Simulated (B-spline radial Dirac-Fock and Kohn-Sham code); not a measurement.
The computed values come from a radial B-spline solver: independent-particle radiative and Coulomb Auger rates from relativistic LDA hole-state orbitals, with Dirac-Fock energies. Free neutral atoms.

Q: Order these holes by natural width, smallest first.
A. Er M5 (3d5/2)
B. Ca L3 (2p3/2)
C. Ge L3 (2p3/2)
D. Eu L3 (2p3/2)
E. W M5 (3d5/2)

A: B (0.216 eV), C (0.864 eV), A (1.32 eV), E (1.86 eV), D (3.63 eV).
